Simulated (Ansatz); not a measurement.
Cl2FHSi (`F[SiH](Cl)Cl`). Total charge 0; spin multiplicity 1. The structure was optimised at the PBE0-D4/def2-TZVP level.

```xyz
5

F     1.458   -0.153    0.688
Si    0.077    0.071   -0.047
Cl   -1.288    0.660    1.326
Cl   -0.489   -1.681   -0.889
H     0.243    1.102   -1.078
```

Q: What is the dipole moment at ωB97M-V/def2-TZVPP? (Estimate.)

A: The calculation gave: 0.99 D, with components (-0.25, 0.61, -0.74) D in this frame, pointing from negative to positive charge.

Q: And with PBE, r2SCAN, B3LYP? (Best estimate.)

A: Computed: PBE 0.92 D, r2SCAN 0.96 D, B3LYP 1.01 D.

Q: Give the Mulliken charges with ωB97M-V, PBE, B3LYP in def2-TZVPP. (Estimate.)

A: Computed: 
```csv
atom,ωB97M-V,PBE,B3LYP
F1,-0.28,-0.24,-0.29
Si2,0.63,0.64,0.73
Cl3,-0.17,-0.17,-0.20
Cl4,-0.17,-0.17,-0.20
H5,-0.02,-0.05,-0.05
```

B3LYP here is the variant with VWN-RPA as its local correlation; programs differ in this.
